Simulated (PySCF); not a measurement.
B(F)(OMe)(SMe) (C2H6BFOS), SMILES S(B(OC)F)C.

Coordinates come from a B3LYP-D3(BJ)/def2-SVP optimisation. Other conformers were not sampled.

Two levels are set side by side: TDA-PBE/def2-SVPD (PySCF) and TDA-B3LYP/def2-SVPD (PySCF). Vertical, same geometry. The lowest singlet is HOMO→LUMO 86 %, HOMO→LUMO+1 13 % with PBE and HOMO→LUMO 65 %, HOMO→LUMO+1 32 % with the other functional; states are paired by order. Differences are taken from unrounded values.

```
quantity                               TDA-PBE
-------------------------------------  -------
lowest singlet excitation (eV)            5.59
lowest triplet excitation (TDA) (eV)      5.29
first bright state (f over 0.05) (eV)     6.46
its oscillator strength                   0.19
```

### Question
These are the TDA-PBE values. What does TDA-B3LYP give? (The exact figures need the calculation; the answer reports its results.)

### Answer

```csv
quantity,TDA-B3LYP,TDA-PBE minus TDA-B3LYP
lowest singlet excitation (eV),5.95,-0.36
lowest triplet excitation (TDA) (eV),5.55,-0.26
first bright state (f over 0.05) (eV),6.81,-0.35
its oscillator strength,0.20,-0.01
```

A lower first singlet is the usual sign of a functional without exact exchange. Differences between two approximate levels are no errors against the true value.

Rough cost on one machine, each run with all the roots and properties that it gave: TDA-B3LYP against TDA-PBE about 3 times.
